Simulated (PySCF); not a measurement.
CF3, SMILES F[C](F)F, multiplicity 2.

Geometry: PBE-D3(BJ)/def2-TZVP. The isomer is the one that the SMILES or the coordinates give; other isomers of the formula were not compared.

Level of theory: PBE-D3(BJ)/def2-TZVP (PySCF 2.14.0).

No scaling factor is applied to the harmonic values.

Modes within 1.5 cm⁻¹ of each other (mostly degenerate sets) share a row, with their intensities summed.

Q: Estimate the vibrational spectrum. (The exact figures need the calculation; the answer reports its results.)

A: 
```tsv
mode	ν (cm⁻¹)	IR (km/mol)	moving atoms (share of kinetic energy)
1–2	485	1.4	F 93 %
3	675	9.7	F 73 %, C 27 %
4	1038	32.3	C 55 %, F 45 %
5–6	1189	679.4	C 73 %, F 27 %
```
